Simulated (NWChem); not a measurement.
A series in which one site is exchanged, each optimised at PBE0/def2-SVP with NWChem, gas phase unless a solvent is named. Low-valent species are run as closed-shell singlets; no triplet was tried in these runs. For some, no frequency run checked for a minimum. def2 effective core potentials on Sn, I; no spin-orbit coupling.

A: [I][Sn][Br] (SnIBr; site = I)
B: [Br][SnH] (SnHBr; site = H)
C: [Br][Sn][Br] (SnBr2; site = Br)
D: [Cl][Sn][Br] (SnBrCl; site = Cl)

Values for A:

- dipole (D), PBE0/def2-SVP: 2.93
- orbital gap (eV), PBE0/def2-SVP: 4.08
- static polarisability, PBE/def2-SVPD (bohr³): 109.5
- lowest singlet excitation, PBE/def2-SVPD, TDA (eV): 2.58

How do these values change for the other members?


```csv
change from A,B,C,D
"dipole (D), PBE0/def2-SVP",-0.25,+0.17,+0.26
"orbital gap (eV), PBE0/def2-SVP",-0.29,+0.35,+0.53
"static polarisability, PBE/def2-SVPD (bohr³)",-39.3,-17.0,-27.0
"lowest singlet excitation, PBE/def2-SVPD, TDA (eV)",-0.17,+0.45,+0.60
```
